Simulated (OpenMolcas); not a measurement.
## Multiplet structure of Se I

```json
{"Program": "OpenMolcas 26.06", "Method": "RASSCF", "Basis": "ANO-RCC-VQZP [7s6p4d2f1g]", "Scalar Hamiltonian": "DKH2, point nucleus", "Active space": "4 electrons in 9 orbitals (RAS2 4p; RAS3 4d 5s, at most 1 electron)", "State averaging": "2S+1 = 3 even, 3 roots; 2S+1 = 1 even, 6 roots; 2S+1 = 5 odd, 6 roots; 2S+1 = 3 odd, 1 root; 2S+1 = 1 odd, 5 roots (0 in the spin-orbit step)", "Spin-orbit coupling": "state interaction with AMFI integrals over the reference wave functions, term energies averaged over their components"}
```

Spin-free terms above the lowest, with the occupations of the reference:

```
Configuration  Term  E (cm⁻¹)  Occupations
      4s² 4p⁴    ³P       0.0      4p 4.00
      4s² 4p⁴    ¹D     10702      4p 4.00
      4s² 4p⁴    ¹S     26611      4p 4.00
```

With spin-orbit coupling, above the lowest level:

```
Configuration  Term  J  E (cm⁻¹)  Measured (cm⁻¹)  Term weight %
      4s² 4p⁴    ³P  2       0.0              0.0             99
      4s² 4p⁴    ³P  1      1825             1989            100
      4s² 4p⁴    ³P  0      2446             2534             99
      4s² 4p⁴    ¹D  2     11800             9576             99
      4s² 4p⁴    ¹S  0     27815            22446             99
```

Against the 4 measured excited levels shown (NIST Handbook of Basic Atomic Spectroscopic Data) the mean absolute deviation is 2000 cm-1; the largest miss in energy is 4s² 4p⁴ ¹S₀: computed 27815, measured 22446 cm⁻¹ (+23.9 %).

Spin-orbit coupling puts the lowest level 974 cm⁻¹ below the lowest spin-free term.

For ³P the intervals divided by the larger J are -621.1, -912.5 cm-1. Landé's interval rule makes them equal in pure LS coupling; they differ by 38 % of their mean. The multiplet is inverted.

Some high roots are left out of the spin-orbit mixing, which shifts the levels that they would mix with. Without dynamic correlation excited terms often stand tens of per cent too high (terms of higher spin than the ground term too low), and those without a measured partner can miss by more than the paired ones. With the s shell closed, the reference lacks s² → p² mixing. Computed and measured levels are paired by configuration, term and J; levels that our copy of the source lacks, or whose pairing is in doubt (as where it misses far off the trend of its configuration), stay unpaired and out of the deviations. Only configurations of the active space appear. The first state left out of the spin-orbit step lies near 78000 cm-1 above the lowest spin-free state of the reference (among the parities and spins computed), and the list stops at four fifths of that energy or lower.

The term weight is that of the spin-free term in the level, not the purity of its configuration.
